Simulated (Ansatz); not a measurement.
`NCB[TeH]` + H₂O → `NCBO` + H₂Te  (formal hydrolysis of a B–Te bond)

Gas-phase electronic energies from Ansatz, PBE0-D4/def2-TZVP geometries. CBS: MP2 limit from def2 TZ/QZ plus the TZ coupled-cluster correction, frozen cores. This one scheme is used for every species. DFT in def2-TZVPP. B3LYP here is the variant with VWN-RPA as its local correlation; programs differ in this. def2 core potentials past Kr. For Te outer-core shells are correlated without core-valence functions, which leaves a few kJ/mol of doubt a bond. Each species was taken in one conformer, which may not be the lowest.

Task: Is it downhill or uphill in electronic energy at CCSD(T)/CBS, and by how much? (Estimate.)

Result: Ansatz gave: Downhill: ΔE = -77.5 kJ/mol.

Task: What do these levels give: PBE-D4, r2SCAN-D4, PBE0, B3LYP, MP2/def2-QZVPP, HF/CBS(def2)? (An estimate is asked.)

Result: The calculation gave: PBE-D4 -83.1, r2SCAN-D4 -88.2, PBE0 -87.0, B3LYP -97.9, MP2/def2-QZVPP -73.6, HF/CBS(def2) -98.6 kJ/mol.

Largest T1 diagnostic among the species: 0.013.

The D4 term adds +5.9 kJ/mol with B3LYP and +3.4 kJ/mol with PBE0; it sums over pairs of atoms, weighted by their polarisabilities, and B3LYP, whose exchange is more repulsive, gets the larger term. In def2-TZVPP, CCSD(T) changes the Hartree–Fock value by +13.5 kJ/mol (the triples alone add +2.6 kJ/mol) and MP2 by +20.7 kJ/mol.
